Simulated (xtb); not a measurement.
SiHBr₃, SMILES [SiH](Br)(Br)Br. All values are semi-empirical tight-binding results from xtb (GFN2-xTB unless named), good for trends rather than for accurate numbers. The structure is a stationary point at GFN2-xTB.

Optimised geometry:

Bond lengths (Å): Si1–Br2 2.206, Si1–Br3 2.209, Si1–Br4 2.206, Si1–H5 1.441. Bond angles (°): Br2–Si1–Br3 109.8, Br2–Si1–Br4 107.1, Br2–Si1–H5 110.5, Br3–Si1–Br4 109.8, Br3–Si1–H5 109.3, Br4–Si1–H5 110.5.

- orbital gap: 5.73 eV
- zero-point energy: 7.6 kcal/mol
- G − E(el) at 298.15 K (modified RRHO): -14.0 kcal/mol
- static polarisability (D4 model): 89.8 bohr³
- solvation energy, GFN2-xTB/ALPB(water): 0.1 kcal/mol
- solvation energy, GFN2-xTB/ALPB(acetone): -7.4 kcal/mol

Computed atomic charges and the Wiberg bond orders between heavy atoms:
charges (e) Si1 0.55, Br2 -0.17, Br3 -0.17, Br4 -0.17, H5 -0.05. Bond orders Si1–Br2 1.12, Si1–Br3 1.11, Si1–Br4 1.12.
